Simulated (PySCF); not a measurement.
Al(Me)2(SiH3) (C₂H₉AlSi), SMILES [CH3][Al]([CH3])[SiH3].

Geometry: ωB97X-D3(BJ)/def2-SVP. The structure was generated by enumeration; whether it is a known compound was not checked.

Two levels are set side by side: TDA-PBE/def2-SVPD (PySCF) and TDA-ωB97X/def2-SVPD (PySCF). Vertical, same geometry. The lowest singlet is HOMO→LUMO 98 % with PBE and HOMO→LUMO 97 % with the other functional; states are paired by order. Differences are taken from unrounded values.

| quantity | TDA-ωB97X | TDA-PBE | TDA-PBE minus TDA-ωB97X |
|---|---|---|---|
| lowest singlet excitation (eV) | 4.79 | 4.23 | -0.56 |
| lowest triplet excitation (TDA) (eV) | 4.13 | 3.60 | -0.53 |
| first bright state (f over 0.05) (eV) | 6.63 | 5.45 | -1.19 |
| its oscillator strength | 0.15 | 0.07 | -0.08 |

A lower first singlet is the usual sign of a functional without exact exchange. Differences between two approximate levels are no errors against the true value.

Rough cost on one machine, each run with all the roots and properties that it gave: TDA-ωB97X against TDA-PBE about 3 times.
